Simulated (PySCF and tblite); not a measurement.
Results of a calculation; reference values are marked as such.
System: C5HClN2O2, numbered as in [N:1]#[C:2][C:3](=[O:4])/[C:5]([Cl:6])=[C:7](/[OH:8])[C:9]#[N:10].

For the rotation about the C3–C5 bond (torsion C2–C3–C5–Cl6 from 0° to 179°, rising): electronic barrier 8.29 kcal/mol, zero-point change -0.31 kcal/mol, thermal and entropy terms at 350 K a further 0.34 kcal/mol (symmetry numbers apart). The minimum is Cs, the saddle C1. Level: revPBE/pcSseg-1 + D3(BJ) on GFN2-xTB stationary points, with GFN2-xTB thermal terms. Rate constants are transition-state-theory values, counting equivalent paths, without tunnelling. (PySCF 2.14 with density fitting, tblite 0.8.)

How many equivalent paths lead out of the minimum?

2: the symmetry number of the minimum is 1, that of the saddle displaced along its mode 1, and the displaced saddle is chiral while the minimum is not, which doubles the count.

Work out the rate at 350 K.

ΔG‡ = 8.32 kcal/mol; k_B T/h = 7.3×10¹² s⁻¹; exp(−ΔG‡/RT) = 6.4×10⁻⁶; times 2 gives k = 9.3×10⁷ s⁻¹. Wigner's tunnelling factor for the 57i cm⁻¹ mode would be 1.00.
